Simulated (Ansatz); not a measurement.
Cost and result for the atomization energy of C₂H₆N₂Si, SMILES `NC1N=C1[SiH3]` (11 atoms, 11 bonds).

```xyz
11

N    -0.3549   -1.5502   -1.3450
C     0.6227   -0.6237   -0.9039
N     1.2609   -0.7519    0.4513
C     0.4271    0.1858    0.2800
Si   -0.4215    1.5481    1.2263
H    -0.9371   -1.8710   -0.5823
H     0.0703   -2.3583   -1.7826
H     1.2683   -0.2706   -1.7030
H    -1.8816    1.2854    1.2032
H     0.0842    1.5758    2.6195
H    -0.1383    2.8305    0.5366
```

The species carries charge 0 and has multiplicity 1. The structure was optimised at the PBE0-D4/def2-TZVP level. It is one conformer, not always the lowest. Program: Ansatz. All runs use 4 threads of an Arm Neoverse V2 on a shared host. Times are those of one run each, without the atoms' runs, and a repeat can differ threefold. Electronic energies, without spin–orbit coupling; frozen cores. CCSD(T)/CBS adds CCSD(T) − MP2 in def2-TZVPP to the MP2 limit, and its time is that of the two runs behind it. T1 = 0.012; the RHF reference is unstable towards UHF. B3LYP takes the VWN-RPA correlation (the form of Gaussian; ORCA's B3LYP/G).

CCSD(T)/CBS is a level of theory with its own doubt, some kJ/mol a heavy atom from the limit and from the frozen cores, so smaller differences don't rank the functionals.

| level | functions | wall time | atomization (kcal/mol) | difference from CCSD(T)/CBS | per bond |
| --- | --- | --- | --- | --- | --- |
| PBE-D4/def2-TZVPP (with forces) | 250 | 1.9 s | 986.6 | 32.7 | 3.0 |
| PBE0-D4/def2-TZVPP | 250 | 1.9 s | 960.9 | 7.0 | 0.6 |
| B3LYP-D4/def2-TZVPP (with forces) | 250 | 3.2 s | 959.7 | 5.8 | 0.5 |
| r2SCAN-D4/def2-TZVPP (with forces) | 250 | 3.4 s | 954.1 | 0.2 | 0.0 |
| B2PLYP/def2-TZVPP | 250 | 3.9 s | 946.6 | -7.3 | -0.7 |
| ωB97X-V/def2-TZVPP | 250 | 5.5 s | 963.2 | 9.3 | 0.8 |
| ωB97M-V/def2-TZVPP (with forces) | 250 | 8 s | 960.7 | 6.8 | 0.6 |
| MP2/def2-QZVPP | 478 | 17 s | 958.7 | 4.8 | 0.4 |
| CCSD(T)/def2-TZVPP | 250 | 92 s | 923.5 | -30.4 | -2.8 |
| CCSD(T)/CBS(def2) | – | 110 s | 953.9 | 0.0 | 0.0 |

In def2-TZVPP, CCSD(T) changes the Hartree–Fock value by +280.8 kcal/mol (the triples alone add +18.7 kcal/mol) and MP2 by +297.8 kcal/mol; breaking electron pairs costs correlation energy, which Hartree–Fock lacks. From PBE to PBE0 (25 % exact exchange), in def2-TZVPP and without D4, the atomization energy moves by −25.0 kcal/mol: exact exchange takes away binding that semilocal exchange gives to molecules. The D4 term adds +8.1 kcal/mol with B3LYP and +4.3 kcal/mol with PBE0; it sums over pairs of atoms, weighted by their polarisabilities, and B3LYP, whose exchange is more repulsive, gets the larger term.
